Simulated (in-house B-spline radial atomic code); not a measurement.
**BLYP excitations of the fluorine ion F⁷⁺**

Method: BLYP. Computed with a B-spline radial code for spherical atoms: linear response of the closed shell 1s2 with the functional's adiabatic kernel; non-relativistic, point nucleus, no spin-orbit coupling, no double excitations, S, P, D and F terms only.

Command:
```bash
python run_td.py task.json out
```
Settings (radii: box in bohr, nucleus in fm):
```
Z                        9
electrons                2
configuration            1s2
hamiltonian              nr
method                   b88,lyp
box_radius               12.81
intervals                47
```

Cost of the run: 1 thread of Intel(R) Xeon(R) 6975P-C (Granite Rapids) (shared host).

The lowest states, in the order of their Tamm-Dancoff energies; the method's threshold (minus the highest occupied level) is 900.52 eV. Labels give the largest channel, * marks a mixed state, and oscillator strengths are full-response dipole values. Semilocal kernels can invert the small singlet-triplet splittings of Rydberg terms. Energies in eV:

| state | full response | Tamm-Dancoff | oscillator strength |
| --- | --- | --- | --- |
| 1s → 2s 3S | 693.09 | 693.12 | - |
| 1s → 2p 3P | 704.37 | 704.42 | - |
| 1s → 2s 1S | ? | ? | - |
| 1s → 2p 1P | 716.25 | 716.31 | 0.632 |
| 1s → 3s 3S | 817.38 | 817.39 | - |
| 1s → 3d 3D | 820.03 | 820.03 | - |
| 1s → 3s 1S | 820.27 | 820.30 | - |
| 1s → 3p 3P | ? | ? | - |
| 1s → 3d 1D | 822.01 | 822.02 | - |
| 1s → 3p 1P | 822.69 | 822.70 | 0.135 |

Q: Where does 1s → 2s 1S lie?

A: At 707.62 eV in full response, 707.78 eV in Tamm-Dancoff.

Q: Where does 1s → 3p 3P lie?

A: At 820.54 eV in full response, 820.55 eV in Tamm-Dancoff.

Q: How large is the singlet-triplet splitting of 1s → 2s (S terms) in Tamm-Dancoff?

A: 14.7 eV, from the unrounded values.

Q: What polarisabilities and dispersion coefficient does the method give?

A: Dipole 0.001655 bohr³, quadrupole 8.139e-05 bohr⁵, C6 6.39e-05 hartree·bohr⁶ for two such species.
